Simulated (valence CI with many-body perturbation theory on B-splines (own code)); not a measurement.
Questions on Re LXVIII

Computed by configuration interaction combined with many-body perturbation theory (CI+MBPT): six valence electrons over a frozen Dirac-Fock core [He], a basis of 9 s, 9 p, 8 d, 6 f, 3 g, 1 h functions for each j, with the one-electron correlation potential Σ1 (screened to all orders), the two-electron term Σ2, the three-electron term Σ3, Breit, model QED; selected single and double excitations, second order for the rest, scaled by the run's own slope (own B-spline code, finite nucleus).

The last digits are not significant, and no measured levels were compared; by estimate large intervals hold to a few tenths of a per cent, small ones and those within an open d or f shell to about a per cent. Among the levels kept, up to 2100 cm⁻¹ of a level comes from second order outside the variational space, and about a tenth of that is noise between levels of different J, which matters for small intervals.

Levels are named by their leading jj configuration (3d3/2^4 stands for four electrons in 3d with j = 3/2), which in mixed levels can hold well under half, so a name can repeat and another be missing.

Rates and lifetimes use the calculated energies. Strong lines usually hold to 10 to 20 %, long lifetimes can be off by a factor of two.

(1) What is the ground level?

(2) What are the static dipole polarisabilities of the lowest levels?

(3) Among levels below 88439 × 10³ cm⁻¹, which E1 lines absorb most strongly from the ground level?

(4) Where does the other parity begin?

(5) Name the longest-lived excited levels whose lifetime is computed, and their main decay.

(6) How well does LS coupling describe the low levels?

(7) What is the ionisation energy?

Results:

(1) (2s^2 2p1/2^2 2p3/2^2) J=2, composition 68 % 2s2 2p4 3P + 32 % 2s2 2p4 1D, g = 1.304.

(2) (2s^2 2p1/2^2 2p3/2^2) J=2 5.57e-05 (tensor 1.0e-06); (2s^2 2p1/2^2 2p3/2^2) J=0 5.43e-05 bohr³, of which the core gives 2.05e-07.

(3) to (2s^2 2p1/2^2 2p3/2 3d5/2) J=3 at 0.1279 nm, f = 0.834; to (2s^2 2p1/2^2 2p3/2 3d5/2) J=2 at 0.1281 nm, f = 0.267; to (2s 2p1/2^2 2p3/2^2 3p1/2) J=3 at 0.1143 nm, f = 0.151.

(4) At (2s 2p1/2^2 2p3/2^3) J=2, 15362 × 10³ cm⁻¹.

(5) (2s^2 2p1/2^2 2p3/2^2) J=0 at 501.53 × 10³ cm⁻¹ lives 11.2 ms, mostly by E2 to (2s^2 2p1/2^2 2p3/2^2) J=2; (2s^2 2p1/2 2p3/2^3) J=2 at 12159 × 10³ cm⁻¹ lives 65.3 ps, mostly by M1 to (2s^2 2p1/2^2 2p3/2^2) J=2; (2s^2 2p1/2 2p3/2^3) J=1 at 12008 × 10³ cm⁻¹ lives 29.0 ps, mostly by M1 to (2s^2 2p1/2^2 2p3/2^2) J=2.

(6) Among the lowest 20 levels the leading LS term, summed over configurations, holds 60 % on average. For single configurations the figures are 59 % in LS and 100 % in jj coupling. Terms mix most in the J = 2 level at 72669 × 10³ cm⁻¹, where the leading one holds 26 %.

(7) 16782 eV; NIST lists 16780 ± 40 eV (theoretical).
